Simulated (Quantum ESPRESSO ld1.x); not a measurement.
These are the eigenvalues of the occupied orbitals of an atom or ion with whole-number occupations (eV). Calculated with ld1.x of Quantum ESPRESSO 7.5: scalar-relativistic Kohn-Sham, LDA (Slater exchange, Perdew-Zunger correlation), spin-polarised, spherical densities, point nucleus.

orbital  eigenvalue
1s         -20112.9
2s         -3105.53
2p         -2812.14
3s         -772.144
3p         -675.497
3d         -518.361

Which element is it, and in what charge state? The configuration may be excited. Open shells, if any, are filled with parallel spins first.

Answer. Z = 42, molybdenum, charge +14: Mo14+ in [Ar] 3d10. The list shows which subshells hold electrons but not how many an open one holds; the 1s level, -739.13 hartree, gives Z - s = 38.4 by -(Z - s)^2/2, which with screening and relativity narrows Z to a few neighbours, and the depths of the outer levels then fix element, charge and occupations together.
